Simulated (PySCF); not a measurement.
CH₄AlClOS. Atoms are numbered in the order given.

```xyz
9

Al    -0.2935    -0.3900     0.0000
Cl     0.5054    -2.3352     0.0000
O     -1.9685    -0.1084     0.0000
H     -2.6642    -0.7714     0.0000
S      1.0198     1.3270     0.0000
C     -0.2202     2.7034     0.0000
H     -1.2493     2.3227     0.0000
H     -0.0548     3.3161    -0.8963
H     -0.0548     3.3161     0.8963
```

Coordinates come from a B3LYP-D3(BJ)/def2-SVP optimisation. The structure was generated by enumeration; whether it is a known compound was not checked. One conformer was computed; it need not be the lowest.

All values below come from PySCF with CAM-B3LYP/def2-TZVP.

Symmetry labels are those of the subgroup Cs that the program uses (full group Cs).

**Question.** List the valence orbital energies around the gap with their symmetry. (Estimate from the structure and the level; the computed values follow.)

**Answer.** 
```
orbital  symmetry  energy (eV)
-------  --------  -----------
HOMO−7         A'       -13.16
HOMO−6         A'       -11.92
HOMO−5         A'       -11.41
HOMO−4         A"       -11.39
HOMO−3         A"       -10.78
HOMO−2         A'       -10.64
HOMO−1         A'        -9.84
HOMO           A"        -8.58
LUMO           A'         0.22
LUMO+1         A"         0.80
LUMO+2         A'         1.23
LUMO+3         A'         2.20
```
